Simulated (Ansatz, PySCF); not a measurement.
Species: C3H5Cl2, charge 0, multiplicity 2. It need not be the lowest isomer of its formula. 
Geometry from a B3LYP-D3(BJ)/def2-TZVP (Ansatz, a first-principles code) optimisation:
```xyz
10

C      0.0280    -0.3609    -1.1925
C     -1.1839    -0.4225    -0.3418
Cl    -1.9499     1.0417     0.1192
C      1.2603     0.2291    -0.5070
Cl     1.8078    -0.7941     0.8754
H      0.2616    -1.3681    -1.5439
H     -0.1688     0.2597    -2.0750
H     -1.4516    -1.2807     0.2533
H      2.0982     0.2922    -1.1970
H      1.0490     1.2138    -0.0981
```
Charge 0, spin multiplicity 2.

Total electronic energies in hartree. Correlated levels leave the core frozen unless marked. UHF or UKS for open shells. No spin-orbit coupling. Non-relativistic. Basis-set limits of correlation are two-point, X^-3; Hartree-Fock from the larger set. [CCSD(T)-MP2]/basis is that difference in the basis named.

| level | program | energy (Eh) |
|---|---|---|
| HF/cc-pV(D+d)Z | Ansatz | -1035.49431 |
| HF/def2-TZVPD | PySCF | -1035.54219 |
| HF-D3(BJ)/def2-TZVPD | PySCF + dftd3 | -1035.60856 |
| SVWN5/def2-TZVPD | Ansatz | ? |
| PBE/def2-TZVPD | PySCF | -1037.21074 |
| PBE-D3(BJ)/def2-TZVPD | Ansatz + dftd3 | -1037.21989 |
| PBE-D4/def2-TZVPD | Ansatz + dftd4 | -1037.21936 |
| revPBE/def2-TZVPD | Ansatz | ? |
| PBE0/6-31G* | Ansatz | -1037.19633 |
| PBE0-D3(BJ)/def2-TZVP | Ansatz + dftd3 | -1037.30843 |
| PBE0/def2-QZVPP | Ansatz | -1037.33589 |
| TPSSh/def2-TZVPD | PySCF | -1037.79000 |
| r2SCAN0/def2-TZVPD | Ansatz | ? |
| CAM-B3LYP-D3(BJ)/def2-TZVPD | Ansatz + dftd3 | -1037.71245 |
| CAM-B3LYP-D4/def2-TZVPD | Ansatz + dftd4 | -1037.71256 |
| wB97X-V/def2-TZVPD | Ansatz | -1037.57748 |
| B2GP-PLYP-D3(BJ)/def2-TZVPD | Ansatz + dftd3 | -1037.25898 |
| B2PLYP-D3(BJ)/def2-TZVPD | Ansatz + dftd3 | -1037.37743 |
| B2PLYP/def2-TZVPD | Ansatz | -1037.36995 |
| MP2/6-31G | Ansatz | -1035.67627 |
| MP2/cc-pV(D+d)Z | Ansatz | -1036.16732 |
| SCS-MP2/6-31G* | Ansatz | -1036.05143 |
| RI-MP2/CBS(cc-pV(T+d)Z,cc-pV(Q+d)Z)+[CCSD(T)-MP2]/cc-pV(T+d)Z | Ansatz | -1036.6566 |

Task: What belongs in the gaps?

Result: 
- SVWN5/def2-TZVPD, energy (Eh): -1033.68280
- revPBE/def2-TZVPD, energy (Eh): -1037.54490
- r2SCAN0/def2-TZVPD, energy (Eh): -1037.60044
